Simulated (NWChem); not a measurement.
Species: C4H5NS; SMILES Cc1nccs1

Results from NWChem. Medium grid unless said otherwise, to which SCAN and Minnesota functionals are sensitive. Coordinates come from a B3LYP/6-31G* (spherical d) optimisation. Total energies of different functionals are on different scales.

```tsv
level	energy (Ha)	highest occupied level (eV)	orbital gap (eV)	dipole (D)
PBE/def2-TZVP	-608.0339	-5.94	4.32	1.11
B3LYP/def2-TZVP	-608.4832	-6.75	5.82	1.20
CAM-B3LYP/def2-TZVP	-608.3583	-8.22	8.60	1.25
M06-2X/def2-TZVP	-608.3548	-8.08	8.23	1.22
r2SCAN/def2-TZVP	-608.3186	-6.11	4.64	1.09
Hartree-Fock/def2-TZVP	-606.4374	___	___	1.14
```

**Question.** What belongs in the gaps?

**Answer.** 
- Hartree-Fock/def2-TZVP, highest occupied level (eV): -9.03
- Hartree-Fock/def2-TZVP, orbital gap (eV): 11.98
